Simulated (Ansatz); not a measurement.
Cartesian coordinates in Å:
```
C -1.064 -0.447 -1.193
C -1.016 0.575 -0.350
C 0.107 0.911 0.579
Ga 1.375 -0.569 0.780
Cl 1.323 -1.895 2.456
Cl 2.937 -1.008 -0.614
H -1.916 -0.607 -1.842
H -0.249 -1.163 -1.294
H -1.865 1.257 -0.322
H -0.277 1.150 1.575
H 0.644 1.798 0.228
```

The species carries charge 0 and has multiplicity 1.

Task: List the PBE0/def2-TZVPP orbital energies in eV (Ansatz 0.2.0). (An estimate is asked.)

Result: Ansatz gave: Occupied: -10148.32, -2767.20, -2767.18, -1254.11, -1110.31, -1110.21, -1110.18, -279.04, -278.94, -278.53, -259.04, -259.02, -197.30, -197.29, -197.20, -197.18, -197.17, -197.16, -152.45, -105.45, -105.23, -105.14, -24.73, -24.64, -24.46, -24.42, -24.39, -22.77, -22.48, -22.07, -19.73, -16.08, -13.88, -12.81, -12.54, -12.07, -10.65, -10.38, -9.85, -9.58, -9.13, -8.89, -8.65, -8.01. Lowest empty: -1.22, -0.75, -0.14, 1.27, 1.73, 2.28, 2.39, 2.60.
